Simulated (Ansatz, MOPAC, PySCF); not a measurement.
Molecule: C3H7O, charge 1, multiplicity 1. SMILES: C1[OH+][C@H]1C
Coordinates optimised at B3LYP-D3(BJ)/def2-TZVP (Ansatz, a quantum-chemistry and plane-wave program):
```
C
H 1 1.0832
C 1 1.4581 2 116.71
H 3 1.0813 1 120.62 2 6.05
H 3 1.0830 4 116.65 1 -159.48
C 1 1.4815 2 118.00 3 166.05
H 6 1.0899 1 111.31 2 50.51
H 6 1.0909 7 110.58 1 -126.18
H 6 1.0951 7 107.26 8 -117.21
O 3 1.5126 4 109.22 5 -129.42
H 10 0.9769 3 111.43 4 142.89
```
Charge +1, spin multiplicity 1.

Unscaled harmonic wavenumbers (cm⁻¹) in rising order, each level at the stationary point that it reaches from this structure (no distance between atoms moves by over 0.3 Å); the order of modes can differ between levels, and a negative number is imaginary. B3LYP-D3(BJ)/def2-TZVP (PySCF, at the structure above): 229, 328, 385, 498, 763, 856, 888, 945, 999, 1057, 1147, 1208, 1230, 1232, 1293, 1413, 1432, 1468, 1495, 1518, 3035, 3097, 3132, 3150, 3194, 3256, 3651.

PM7 (MOPAC): 129, 313, 380, 431, 807, 858, 872, 971, 980, 1010, 1069, 1170, 1186, 1215, 1222, 1251, 1283, 1320, 1352, 1430, 2587, 2613, 2626, 2658, 2687, 2709, 2749. Zero-point energy 54.2 against 61.3 kcal/mol; where all levels lie over 400 cm⁻¹, the wavenumbers are on average 0.917 times those of B3LYP-D3(BJ)/def2-TZVP.

HF/3-21G (Ansatz): 214, 360, 415, 569, 763, 884, 955, 980, 1058, 1160, 1226, 1248, 1319, 1325, 1387, 1523, 1590, 1633, 1645, 1652, 3206, 3270, 3298, 3347, 3407, 3464, 3777. Zero-point energy 65.3 against 61.3 kcal/mol; where all levels lie over 400 cm⁻¹, the wavenumbers are on average 1.069 times those of B3LYP-D3(BJ)/def2-TZVP.

HF/6-31G* (Ansatz): 228, 368, 410, 568, 846, 939, 958, 1025, 1067, 1163, 1259, 1315, 1323, 1350, 1413, 1552, 1577, 1610, 1632, 1670, 3223, 3299, 3320, 3362, 3417, 3476, 3956. Zero-point energy 66.2 against 61.3 kcal/mol; where all levels lie over 400 cm⁻¹, the wavenumbers are on average 1.087 times those of B3LYP-D3(BJ)/def2-TZVP.
